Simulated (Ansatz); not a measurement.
`NC(F)O[SiH2]F` and `NC(F)OCS` differ in one atom or group.

Ansatz, PBE0-D4/def2-TZVP geometries, multiplicity 1. Each molecule was computed in one conformer, which needn't be the lowest.

```
                                          property  `NC(F)O[SiH2]F`
size of the dipole moment (ωB97M-V/def2-TZVPP) / D             1.62
  size of the dipole moment (B3LYP/def2-TZVPP) / D             1.63
           HOMO–LUMO gap (ωB97M-V/def2-TZVPP) / eV            12.87
             LUMO energy (ωB97M-V/def2-TZVPP) / eV             2.18
    size of the dipole moment (PBE/def2-TZVPP) / D             1.64
                 LUMO energy (PBE/def2-TZVPP) / eV            -0.35
```

Question: Give the same properties after the change, and the shifts. (An estimate is asked.)

Answer: Ansatz gave: 
| property | `NC(F)OCS` | shift |
| --- | --- | --- |
| size of the dipole moment (ωB97M-V/def2-TZVPP) / D | 1.32 | -0.30 |
| size of the dipole moment (B3LYP/def2-TZVPP) / D | 1.32 | -0.31 |
| HOMO–LUMO gap (ωB97M-V/def2-TZVPP) / eV | 11.79 | -1.08 |
| LUMO energy (ωB97M-V/def2-TZVPP) / eV | 2.23 | 0.05 |
| size of the dipole moment (PBE/def2-TZVPP) / D | 1.32 | -0.32 |
| LUMO energy (PBE/def2-TZVPP) / eV | -0.54 | -0.19 |

With PBE0 the HOMO rises by 0.94 eV and the LUMO falls by 0.10 eV, so the gap narrows by about 1.04 eV. PBE moves the HOMO by 0.60 eV and ωB97M-V by 1.14 eV. Dipoles are sizes alone; their direction can turn.

B3LYP here is the variant with VWN-RPA as its local correlation; programs differ in this.
